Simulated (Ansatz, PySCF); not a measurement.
This Ansatz (a program for electronic structure) input computes a SVWN5/def2-TZVPD energy:

Ansatz 0.2 input:
```yaml
crystal:
  periodic: [false, false, false]
  atoms:
    - {symbol: C, position_ang: [-2.28924103, 0.17293910, -0.79397812]}
    - {symbol: C, position_ang: [-1.13101353, 0.10602049, -0.04874590]}
    - {symbol: C, position_ang: [0.17357968, 0.47972573, -0.37752851]}
    - {symbol: Cl, position_ang: [1.51621046, -0.31874010, 0.58236746]}
    - {symbol: H, position_ang: [-2.28557858, 0.50528537, -1.82785117]}
    - {symbol: H, position_ang: [-3.25641829, 0.04520633, -0.32266307]}
    - {symbol: H, position_ang: [-1.25035997, -0.23427618, 0.98171423]}
    - {symbol: H, position_ang: [0.49682817, 0.55025431, -1.40993166]}
basis:
  gaussian:
    orbitals: def2-TZVPD
hamiltonian:
  xc: {name: SVWN5}
total_charge: -1
output: {forces: true}
```

Question: Write an input for the same energy in PySCF and say what it gives.

Answer: 
```python
from pyscf import gto, scf, dft

mol = gto.M(
    atom='''
    C    -2.28924103    0.17293910   -0.79397812
    C    -1.13101353    0.10602049   -0.04874590
    C     0.17357968    0.47972573   -0.37752851
    Cl    1.51621046   -0.31874010    0.58236746
    H    -2.28557858    0.50528537   -1.82785117
    H    -3.25641829    0.04520633   -0.32266307
    H    -1.25035997   -0.23427618    0.98171423
    H     0.49682817    0.55025431   -1.40993166
    ''',
    basis='def2-tzvpd',
    charge=-1,
    spin=0,
    verbose=4,
)

mf = dft.RKS(mol, xc='svwn').density_fit(auxbasis='def2-universal-jkfit')
mf.grids.level = 3
mf.conv_tol = 1e-9
mf.max_cycle = 100
mf.max_memory = 1500
mf.kernel()
if not mf.converged:
    mf = mf.newton()
    mf.kernel(mf.make_rdm1())
mf.analyze()
```
It gives -574.37549 Eh, and Ansatz -574.37543 Eh, a difference of 0.06 mEh, from the treatment of integrals and grids.

It need not be the lowest isomer of its formula. Whether it binds its extra electron was not tested at this geometry.
